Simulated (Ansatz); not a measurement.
A made-up structure of CH4ClSn (charge +1), singlet:

```
atom    x (Å)    y (Å)    z (Å)
  C1  -0.7416   0.7375  -0.1954
 Sn2   0.7876  -0.6879  -0.0131
 Cl3   0.9379  -1.7027   1.9893
  H4  -0.2782   1.7002  -0.4212
  H5  -1.2874   0.7692   0.7459
  H6   1.2626  -1.6530   3.2781
  H7   1.9682  -1.2534  -1.0819
```

It is relaxed with PBE-D4/def2-SVP and then PBE0-D4/def2-TZVP (Ansatz 0.2.0). Atoms count as bonded within 1.22 times the sum of their covalent radii (H–H: 0.88 Å). The end point is not checked to be a true minimum.

Problem. Does its bonding change? (Judge from chemistry; the calculation decides.)

Solution. By the calculation: No: no bond forms or breaks.

Where it ends: The first stage lowers the energy by 2.33 eV in 19 steps. It ends as CH₄ClSn ([CH2][SnH][ClH]), total charge +1:
C1  (-0.603, 0.706, -0.040)
Sn2  (1.142, -0.212, 0.044)
Cl3  (0.489, -1.879, 2.044)
H4  (-0.680, 1.557, -0.716)
H5  (-1.162, 0.811, 0.888)
H6  (1.461, -1.678, 2.872)
H7  (2.001, -1.395, -0.792)
(Å)

Labels in which every atom is bracketed show which atoms are joined, not bond orders.

For scale, one of the runs: PBE0-D4/def2-TZVP relaxation, 142 basis functions, launched by `ansatz run in.yaml --threads 2 --pin off --events-out ev --progress --plain --max-ram 4352MiB`. Hardware: 2 CPU threads of an Arm Neoverse V2, shared host. Wall time about 74 s.
